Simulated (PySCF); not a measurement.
BrZn, charge +1.

```xyz
2

Zn     0.0000     0.0000    -1.1805
Br     0.0000     0.0000     1.0119
```
Charge +1, spin multiplicity 1.

Coordinates come from a PBE0-D3(BJ)/def2-TZVP optimisation. The spin state was assumed, not searched.

Method: B3LYP/pcSseg-2 in PySCF. Non-relativistic, no solvent.

Computed absolute GIAO shielding of each atom: isotropic value and principal components (ppm):
```
atom  σ(iso)     σ11     σ22     σ33    span
----  ------  ------  ------  ------  ------
Zn1   2386.1  2316.9  2316.9  2524.6   207.7
Br2   1378.9   503.3   503.3  3130.0  2626.6
```
